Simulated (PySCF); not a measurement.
Se(Cl)(NH2) (ClH₂NSe), SMILES N[Se]Cl.

The structure is a stationary point at B3LYP-D3(BJ)/def2-TZVP. The values are those of a single conformer.

All values below come from TDDFT-ωB97X/def2-SVPD run with PySCF 2.14.0.

Vertical excitations. Isolated molecule, no solvent. State labels are in the subgroup Cs.

| state | symmetry | energy (eV) | λ (nm) | f | main pairs |
|---|---|---|---|---|---|
| S1 | A" | 3.17 | 391 | 0.001 | HOMO→LUMO 98 % |
| S2 | A" | 5.11 | 242 | 0.001 | HOMO→LUMO+1 79 %, HOMO→LUMO+5 13 % |
| S3 | A' | 5.51 | 225 | 0.014 | HOMO−1→LUMO 50 %, HOMO−2→LUMO 46 % |
| S4 | A" | 6.16 | 201 | 0.001 | HOMO−3→LUMO 96 % |
| S5 | A' | 6.38 | 194 | 0.180 | HOMO−2→LUMO 45 %, HOMO−1→LUMO 42 % |
| S6 | A" | 6.71 | 185 | 0.042 | HOMO→LUMO+2 77 %, HOMO→LUMO+3 12 % |
| S7 | A' | 6.97 | 178 | 0.043 | HOMO−1→LUMO+1 75 % |
| S8 | A" | 7.73 | 160 | 0.039 | HOMO→LUMO+3 75 % |
| S9 | A' | 7.78 | 159 | 0.106 | HOMO→LUMO+4 85 % |
| S10 | A' | 8.09 | 153 | 0.043 | HOMO−4→LUMO 74 % |
| T1 | A" | 2.46 | 505 | 0 | HOMO→LUMO 96 % |
| T2 | A" | 4.42 | 281 | 0 | HOMO→LUMO+1 73 %, HOMO→LUMO+5 18 % |
| T3 | A' | 4.74 | 262 | 0 | HOMO−1→LUMO 93 % |
| T4 | A' | 4.93 | 251 | 0 | HOMO−2→LUMO 94 % |
Triplets are in the Tamm–Dancoff approximation, which puts them higher than full response would, so one can lie above its singlet here.
